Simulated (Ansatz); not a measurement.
Molecule: CH7AlN2O, net charge 0, singlet state. 
Coordinates optimised at B3LYP-D3(BJ)/def2-TZVP (Ansatz, an electronic-structure program):
```
Al
O 1 1.6907
C 2 1.4016 1 135.85
H 3 1.0946 2 110.14 1 -124.27
H 3 1.0948 4 107.94 2 120.51
H 3 1.0973 4 107.74 5 116.16
N 1 1.7662 2 117.32 3 179.41
H 7 1.0064 1 125.73 2 179.55
H 7 1.0070 8 110.50 1 179.88
N 1 1.7712 2 120.96 3 -0.57
H 10 1.0070 1 124.75 2 -0.81
H 10 1.0071 11 110.00 1 179.87
```
Charge 0, spin multiplicity 1.

Parts of the frozen-core correlation energy in cc-pV(D+d)Z (Ansatz, hartree). Frozen orbitals: 9; correlated occupied orbitals by spin: 15 and 15; virtual: 90 and 90. No spin-orbit coupling. No relativistic terms.

```tsv
term	value
reference (HF)	-467.76076
MP2 opposite-spin	…
MP2 same-spin	-0.18056
CCSD correlation	…
(T)	…
T1 diagnostic	0.011
largest doubles amplitude	0.025
```

Task: Complete the blanks.

Result: 
- MP2 opposite-spin, value: -0.55267
- CCSD correlation, value: -0.77749
- (T), value: -0.01865
